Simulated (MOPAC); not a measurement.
MOPAC input (PM6):

```
PM6 FORCE THERMO(298,298) PRECISE LET UHF MS=0.5 GEO-OK AUX(PRECISION=9) THREADS=1
H2In

In    0.04668486 1    0.00991031 1    0.01864499 1
H    -0.57328455 1   -1.70725481 1   -0.24123454 1
H    -1.14058541 1    1.34328304 1   -0.44327158 1
```

Output:

```
 *******************************************************************************
 **                                                                           **
 **                              MOPAC v23.2.5                                **
 **                                                                           **
 *******************************************************************************
 ** MOPAC's Digital Object Identifier: https://doi.org/10.5281/zenodo.6511958 **
 **                                                                           **
 ** Please cite the open-source release paper for use of this MOPAC version:  **
 ** J. E. Moussa and J. J. P. Stewart (2026)                                  **
 ** MOPAC: An open-source semiempirical molecular orbital program             **
 ** J. Open Source Softw., 11(119), 8025, https://doi.org/10.21105/joss.08025 **
 *******************************************************************************

                              PM6 CALCULATION RESULTS

 *******************************************************************************
 *  PM6        - The PM6 Hamiltonian to be used
 *  GEO-OK     - OVERRIDE INTERATOMIC DISTANCE AND OTHER SAFETY CHECKS
 *  UHF        - UNRESTRICTED HARTREE-FOCK CALCULATION
 *  MS=        - IN MECI, MAGNETIC COMPONENT OF SPIN =  0.5
 *  LET        - OVERRIDE SOME SAFETY CHECKS
 *  PRECISE    - TIGHTER CRITERIA TO BE USED
 *  FORCE      - FORCE CALCULATION SPECIFIED
 *  AUX        - OUTPUT AUXILIARY INFORMATION
 *  THERMO     - THERMODYNAMIC QUANTITIES TO BE CALCULATED
 *******************************************************************************
PM6 FORCE THERMO(298,298) PRECISE LET UHF MS=0.5 GEO-OK AUX(PRECISION=9) THREADS=1
 H2In

   ATOM   CHEMICAL          X               Y               Z
  NUMBER   SYMBOL      (ANGSTROMS)     (ANGSTROMS)     (ANGSTROMS)

     1      In          0.04668486  *   0.00991031  *   0.01864499  *
     2       H         -0.57328455  *  -1.70725481  *  -0.24123454  *
     3       H         -1.14058541  *   1.34328304  *  -0.44327158  *

          CARTESIAN COORDINATES

    NO.       ATOM           X           Y           Z

     1        In          0.0467      0.0099      0.0186
     2         H         -0.5733     -1.7073     -0.2412
     3         H         -1.1406      1.3433     -0.4433

 General Reference for PM6:
 "Optimization of Parameters for Semiempirical Methods V: Modification of NDDO Approximations
 and Application to 70 Elements", J. J. P. Stewart, J. Mol. Mod., 13, 1173-1213 (2007)
 URL: https://link.springer.com/article/10.1007/s00894-007-0233-4

           Empirical Formula: H2 In  =     3 atoms

      MOLECULAR POINT GROUP   :   C2v

          UHF CALCULATION, NO. OF ALPHA ELECTRONS =    3
                           NO. OF BETA  ELECTRONS =    2

          HEAT OF FORMATION =      68.433313 KCALS/MOLE

          CARTESIAN COORDINATE DERIVATIVES

   NUMBER  ATOM         X            Y            Z

     1      In      0.031396    -0.017481     0.000000
     2       H     -0.023699     0.000270     0.000000
     3       H     -0.007697     0.017212     0.000000

 DIPOLE           X         Y         Z       TOTAL
 POINT-CHG.    -0.155    -0.243     0.000     0.288
 HYBRID         0.063     0.098     0.000     0.117
 SUM           -0.092    -0.144     0.000     0.171

          GRADIENT NORM =   0.04699

          MOLECULAR WEIGHT =  116.84

          ROTATIONAL CONSTANTS IN CM(-1)

          A =    8.65144735   B =    3.45981654   C =    2.47145310

           PRINCIPAL MOMENTS OF INERTIA IN UNITS OF 10**(-40)*GRAM-CM**2

          A =        3.2356   B =        8.0908   C =       11.3264

          ORIENTATION OF MOLECULE IN FORCE CALCULATION

    NO.       ATOM         X         Y         Z

     1         In      -0.0092   -0.0144    0.0000
     2          H       1.8349   -0.0144    0.0000
     3          H      -0.7866    1.6579   -0.0000

    FIRST DERIVATIVES WILL BE USED IN THE CALCULATION OF SECOND DERIVATIVES

    FOR POINT-GROUP C2v  THERE ARE   4 UNIQUE SYMMETRY FUNCTIONS.


(To convert to Hartree/Bohr^2, multiply by (10^(-21) x N x a0^2)/(4.184 x 627.51) =  0.0642)

           FORCE MATRIX IN MILLIDYNES/ANGSTROM

                 In  1       H  2       H  3
 ------------------------------------------
    In    1   5.651329
     H    2   3.601719   3.573432
     H    3   3.600160   0.115856   3.573432

          HEAT OF FORMATION =      68.433313 KCALS/MOLE

          ZERO POINT ENERGY       7.920 KCAL/MOL

           NORMAL COORDINATE ANALYSIS (Total motion = 1 Angstrom)

   Root No.       1         2         3

                 1 A1      2 A1      1 B2

                 614.1    2455.2    2470.7

           1   -0.0039   -0.0026   -0.0062
           2   -0.0061   -0.0040    0.0040
           3    0.0000    0.0000   -0.0000
           4   -0.0108    0.4976    0.4963
           5    0.4963    0.0068   -0.0000
           6   -0.0000   -0.0000    0.0000
           7    0.4546   -0.2035    0.2092
           8    0.1994    0.4541   -0.4501
           9   -0.0000   -0.0000    0.0000

           MASS-WEIGHTED COORDINATE ANALYSIS (NORMAL COORDINATES)

   Root No.       1         2         3

                 1 A1      2 A1      1 B2

                 614.1    2455.2    2470.7

           1   -0.0589   -0.0390   -0.0936
           2   -0.0923   -0.0612    0.0597
           3    0.0000    0.0000   -0.0000
           4   -0.0153    0.7052    0.7027
           5    0.7027    0.0097   -0.0000
           6   -0.0000   -0.0000    0.0000
           7    0.6437   -0.2885    0.2962
           8    0.2823    0.6436   -0.6373
           9   -0.0000   -0.0000    0.0000

          DESCRIPTION OF VIBRATIONS

 VIBRATION          1    1A1         ATOM PAIR     ENERGY CONTRIBUTION    RADIAL
 FREQUENCY           614.08         In1 -- H 2         +50.0% ( 50.8%)      0.3%
 TRANSITION DIPOLE   0.2141         In1 -- H 3         +50.0% ( 50.8%)      0.3%
 TRAVEL (Ang.)       0.4647
 REDUCED MASS        0.5084
 EFFECTIVE MASS      1.3503
 FORCE CONSTANT      0.1130

 VIBRATION          2    2A1         ATOM PAIR     ENERGY CONTRIBUTION    RADIAL
 FREQUENCY          2455.16         In1 -- H 2         +50.0% ( 70.8%)     99.1%
 TRANSITION DIPOLE   0.0760         In1 -- H 3         +50.0% ( 70.8%)     99.1%
 TRAVEL (Ang.)       0.2339
 REDUCED MASS        0.5018
 EFFECTIVE MASS      1.1137
 FORCE CONSTANT      1.7823

 VIBRATION          3    1B2         ATOM PAIR     ENERGY CONTRIBUTION    RADIAL
 FREQUENCY          2470.70         In1 -- H 3         +50.0% ( 70.6%)     99.4%
 TRANSITION DIPOLE   0.4365         In1 -- H 2         +50.0% ( 70.6%)     99.4%
 TRAVEL (Ang.)       0.2315
 REDUCED MASS        0.5090
 EFFECTIVE MASS      1.2626
 FORCE CONSTANT      1.8308

      SYMMETRY NUMBER FOR POINT-GROUP C2v =  2

          SYSTEM IS A GROUND STATE

 H2In

          MOLECULE IS NOT LINEAR

          THERE ARE  3 GENUINE VIBRATIONS IN THIS SYSTEM
          THIS THERMODYNAMICS CALCULATION IS LIMITED TO
          MOLECULES WHICH HAVE NO INTERNAL ROTATIONS

                    CALCULATED THERMODYNAMIC PROPERTIES
                                          *
   TEMP. (K)   PARTITION FUNCTION   H.O.F.    ENTHALPY  HEAT CAPACITY ENTROPY
                                   KCAL/MOL   CAL/MOLE    CAL/K/MOL  CAL/K/MOL

 298.00  VIB.     0.1054D+01                    95.5592     1.0053     0.4259
         ROT.     0.3071D+03                   888.2803     2.9808    14.3621
         INT.     0.3238D+03                   983.8395     3.9861    14.7880
         TRA.     0.1221D+28                  1480.4672     4.9680    40.1796
         TOT.                       68.433    2464.3067     8.9541    54.9676

   *: NOTE: HEATS OF FORMATION ARE RELATIVE TO THE
            ELEMENTS IN THEIR STANDARD STATE AT 298K
              (=  Standard Enthalpy of Formation).

            Hvib:  Zero-point energy is not included.
                   frequencies of less than zero cm-1 are not included.
            Hrot = (3/2)RT
            Htra = (3/2)RT + pV = (5/2)RT

            Heat capacity is Cp, not Cv

          For more information, see: HTTP://OpenMOPAC.net/Manual/thermochemistry.html

           FORCE CONSTANT IN CARTESIAN COORDINATES (Millidynes/A)

    ATOM   CHEMICAL       X               Y               Z
   NUMBER   SYMBOL  FORCE CONSTANT  FORCE CONSTANT  FORCE CONSTANT

      1      In        4.328471        3.217453        0.002201
      2       H        3.570214        0.110890        0.000182
      3       H        0.708893        2.972210        0.000182

 **********************
 *                    *
 * JOB ENDED NORMALLY *
 *                    *
 **********************

 == MOPAC DONE ==
```
